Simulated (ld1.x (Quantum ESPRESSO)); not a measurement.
## Fe (Z = 26): one change to a TM potential, before and after

iron, norm-conserving Troullier–Martins (Kleinman–Bylander form), made with ld1.x (Quantum ESPRESSO) 7.5 (LDA (PZ), scalar-relativistic). Core [Ne] 3s2, reference 3p6 3d5 4s0 4p0 (charge +3). Waves: 4s (bound, empty): rc 2.05 bohr; 3d (bound): rc 1.85 bohr; 3p (bound): rc 0.75 bohr. Local part: the p channel. Core correction: none.

Change: all radii scaled by about 1.11 (s 2.28, p 0.84, d 2.06 bohr).

Cutoffs: the cutoffs (Ry, on a coarse ladder) from which the occupation-weighted sum of valence levels, in a spherical-Bessel basis at the reference potential, stays within 10 and 1 mRy of its value at 400 Ry; they do not see the model core or the augmentation charge, which bear on the density cutoff. Errors are all-electron minus pseudo energies relative to the spin-unpolarised reference configuration.

Question: What does the change do?

Answer: The potential gets neither clearly harder nor softer (140 Ry and 260 Ry → 140 Ry and 260 Ry); both files keep a bound ghost (s); of the 9 tests that both files solve, the error grows in 5 and shrinks in 0 by more than 15 % and 0.3 meV (median size 134.4 → 140.6 meV). More of the atom is replaced by a form fitted at one configuration, so other configurations suffer.

| quantity | base | changed |
| --- | --- | --- |
| cutoff, loose | 140 Ry | 140 Ry |
| cutoff, tight | 260 Ry | 260 Ry |
| loose cutoff by channel (10 mRy a level) | d 70 Ry, p 100 Ry | d 60 Ry, p 100 Ry |
| bound ghosts | s | s |
| error for 3p6 3d6 4s2 4p0, meV [ΔE -60.00 eV] | +134 | +141 |
| error for 3p6 3d6 4s1 4p0, meV [ΔE -51.02 eV] | +107 | +132 |
| error for 3p6 3d6 4s0 4p0, meV [ΔE -34.53 eV] | +62 | +118 |
| error for 3p5 3d6 4s2 4p0, meV [ΔE 7.58 eV] | -255 | -363 |
| error for 3p6 3d6 4s0 4p2, meV [ΔE -51.39 eV] | +47 | +83 |
| error for 3p6 3d6 4s1.5 4p0, meV [ΔE -56.41 eV] | +123 | +137 |
| error for 3p6 3d4 4s0 4p0, meV [ΔE 53.38 eV] | +190 | +311 |
| error for 3p6 3d5 4s0 4p0 (spin-polarised), meV [ΔE -6.39 eV] | +1246 | +1159 |
| error for 3p6 3d6 4s2 4p0 (spin-polarised), meV [ΔE -63.39 eV] | +790 | +757 |

 A true bound ghost makes a file unfit for plane-wave use even where its test errors are small: the radial tests pick states by their node count and pass the ghost by.
